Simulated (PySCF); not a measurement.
C3H3Cl3. Atoms are numbered in the order given.

```xyz
9

C     -2.0631     0.8813     0.0000
C     -0.5811     0.6829     0.0000
Cl     0.3558     2.1531     0.0000
C      0.0662    -0.5129     0.0000
Cl    -0.8008    -2.0215     0.0000
Cl     1.7865    -0.6696     0.0000
H     -2.5929    -0.0879     0.0000
H     -2.3727     1.4628     0.8931
H     -2.3727     1.4628    -0.8931
```
Charge 0, spin multiplicity 1.

Geometry: PBE-D3(BJ)/def2-SVP.

Calculation: PBE/pcSseg-1 in PySCF.

GIAO shieldings, no solvent; atoms listed in one row are averaged. δ = σ(ref) − σ: ¹³C against TMS (σ = 182.0 ppm); ³⁵Cl against HCl (σ = 936.5 ppm); ¹H against TMS (σ = 31.49 ppm), references at their B3LYP-D3(BJ)/def2-TZVP geometries, non-relativistic (without spin–orbit terms, shifts of atoms bonded to Cl or Br come out too high).

Estimate the chemical shifts. (An estimate is asked for; the answer gives what the named calculation found.)


| nucleus | atoms | count | δ (ppm) |
|---|---|---|---|
| ¹³C | C2 | 1 | 144.2 |
| ¹³C | C4 | 1 | 140.3 |
| ¹³C | C1 | 1 | 29.5 |
| ³⁵Cl | Cl6 | 1 | 364.5 |
| ³⁵Cl | Cl5 | 1 | 354.6 |
| ³⁵Cl | Cl3 | 1 | 317.9 |
| ¹H | H7, H8, H9 | 3 | 2.79 |
